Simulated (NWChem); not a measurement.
hydrogen sulfate (HSO4 anion); SMILES O=S([O-])(O)=O

```xyz
6

O     -0.0635    -1.2876    -0.8234
S      0.0060     0.1720     0.0764
O      0.0549    -0.3424     1.4785
O     -1.2442     0.8746    -0.2956
O      1.2498     0.8265    -0.3944
H      0.0091    -1.9670    -0.1399
```
Atoms are numbered in this order, from 1.

Program: NWChem. Pople sets run with spherical d functions. Sets without diffuse functions describe the anion's extra electron poorly. Geometry: optimised at B3LYP/def2-SVPD. No frequency run checked for a minimum. Atomic charges in e: unrestrained fits to the electrostatic potential beside Mulliken populations; buried atoms are poorly determined by the fit.

For level B3LYP/def2-SVP:

| Property | Result |
|---|---|
| Mulliken O1 | -0.44 |
| Mulliken S2 | 1.06 |
| Mulliken O3 | -0.61 |
| Mulliken O4 | -0.58 |
| Mulliken O5 | -0.58 |

Question: What are these values for level Hartree-Fock/6-31G*?

Answer: The Mulliken O1 is -0.88, the Mulliken S2 is 1.78 and the Mulliken O3 is -0.82. The Mulliken O4 is -0.77 and the Mulliken O5 is -0.77.
